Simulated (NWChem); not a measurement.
# C2H3F3Si; SMILES FC(F)=C(F)[SiH3]

Computed with NWChem. Pople sets run with spherical d functions. Structure relaxed at the B3LYP/6-31G* (spherical d) level. Level: B3LYP/6-31G* with SMD (1 M gas to 1 M solution), gas-phase geometry. Reactions with the solvent are ignored.

For solvent toluene:

| Quantity | Result |
|---|---|
| solvation free energy (kcal/mol) | 0.5 |
| cavity-dispersion-structure term (kcal/mol) | 1.2 |

### Question
Estimate the same quantities for solvent water.

### Answer
| Item | Value |
|---|---|
| solvation free energy (kcal/mol) | 4.2 |
| cavity-dispersion-structure term (kcal/mol) | 5.4 |
